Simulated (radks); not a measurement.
Isoelectronic series with 14 electrons, each ion in its NIST ground configuration. Method: scalar-relativistic Kohn-Sham, PBE, spin-polarised, spherical densities, finite nucleus; open shells are filled with parallel spins first (spin-orbit coupling, left out, can overturn this in heavy ions); Fermi nuclear charge, rms radius of each element as measured or else 0.836 A^(1/3) + 0.57 fm; computed with a radial shooting solver on a logarithmic mesh with Libxc functionals. Total energies (hartree) and mean radii <r> (bohr) (* marks an orbital that is empty in some or all of the ions):

Si: configuration [Ne] 3s2 3p2; E (hartree) -289.86592; 3p down* 2.867; 3p up 2.746; 3s down 2.163
S2+: configuration [Ne] 3s2 3p2; E (hartree) -397.84204; 3p down* 1.782; 3p up 1.754; 3s down 1.580
Ar4+: configuration [Ne] 3s2 3p2; E (hartree) -523.96729; 3p down* 1.343; 3p up 1.330; 3s down 1.257
Ca6+: configuration [Ne] 3s2 3p2; E (hartree) -668.26173; 3p down* 1.088; 3p up 1.080; 3s down 1.048
Ti8+: configuration [Ne] 3s2 3p2; E (hartree) -830.78869; 3p down* 0.9175; 3p up 0.9127; 3s down 0.8999
Cr10+: configuration [Ne] 3s2 3p2; E (hartree) -1011.63422; 3p down* 0.7949; 3p up 0.7915; 3s down 0.7895
Fe12+: configuration [Ne] 3s2 3p2; E (hartree) -1210.90066; 3p down* 0.7019; 3p up 0.6993; 3s down 0.7035
Ni14+: configuration [Ne] 3s2 3p2; E (hartree) -1428.70490; 3p down* 0.6286; 3p up 0.6266; 3s down 0.6344
Zn16+: configuration [Ne] 3s2 3p2; E (hartree) -1665.17659; 3p down* 0.5694; 3p up 0.5677; 3s down 0.5777
Ge18+: configuration [Ne] 3s2 3p2; E (hartree) -1920.45934; 3p down* 0.5204; 3p up 0.5190; 3s down 0.5302
Se20+: configuration [Ne] 3s2 3p2; E (hartree) -2194.71043; 3p down* 0.4791; 3p up 0.4780; 3s down 0.4898
Kr22+: configuration [Ne] 3s2 3p2; E (hartree) -2488.10008; 3p down* 0.4439; 3p up 0.4430; 3s down 0.4550
Sr24+: configuration [Ne] 3s2 3p2; E (hartree) -2800.81282; 3p down* 0.4135; 3p up 0.4127; 3s down 0.4247
Zr26+: configuration [Ne] 3s2 3p2; E (hartree) -3133.04743; 3p down* 0.3869; 3p up 0.3863; 3s down 0.3981
Mo28+: configuration [Ne] 3s2 3p2; E (hartree) -3485.01589; 3p down* 0.3635; 3p up 0.3629; 3s down 0.3745
